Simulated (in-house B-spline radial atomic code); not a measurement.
The outermost shell (largest non-relativistic mean radius) with and without relativity; Dirac values are averaged over j. Computed with an all-electron radial atomic-structure program (B-spline basis): non-relativistic Hartree-Fock and Dirac-Hartree-Fock, averages of the configuration (point nuclei without relativity, finite nuclei with it).

```tsv
ion	configuration	outermost shell	radius non-relativistic (bohr)	radius Dirac (bohr)	radius change (%)	level non-relativistic (eV)	level Dirac (eV)	spin-orbit splitting (eV)
Rb4+	[Ar] 3d10 4s2 4p3	4p	1.5364	1.528	-0.54645	-66.943	-67.172	1.1685
Sr4+	[Ar] 3d10 4s2 4p4	4p	1.4603	1.4519	-0.57739	-71.326	-71.586	1.4158
Zr4+	[Ar] 3d10 4s2 4p6	4p	1.3304	1.3218	-0.64534	-80.301	-80.635	2.017
Nb4+	[Kr] 4d1	4d	1.6013	1.6147	0.84057	-50.367	-49.782	0.22621
Mo4+	[Kr] 4d2	4d	1.5098	1.5218	0.79464	-53.553	-52.937	0.28683
Tc4+	[Kr] 4d3	4d	1.4299	1.4407	0.75659	-56.700	-56.05	0.35627
Ru4+	[Kr] 4d4	4d	1.3593	1.3691	0.72424	-59.818	-59.132	0.43529
Rh4+	[Kr] 4d5	4d	1.2962	1.3052	0.69613	-62.916	-62.191	0.52466
Pd4+	[Kr] 4d6	4d	1.2395	1.2478	0.67124	-66.000	-65.234	0.6252
Ag4+	[Kr] 4d7	4d	1.1881	1.1958	0.64884	-69.074	-68.264	0.73777
Cd4+	[Kr] 4d8	4d	1.1412	1.1484	0.62837	-72.143	-71.288	0.86323
In4+	[Kr] 4d9	4d	1.0983	1.105	0.60944	-75.210	-74.306	1.0025
Sn4+	[Kr] 4d10	4d	1.0591	1.0653	0.59191	-78.275	-77.321	1.1566
```
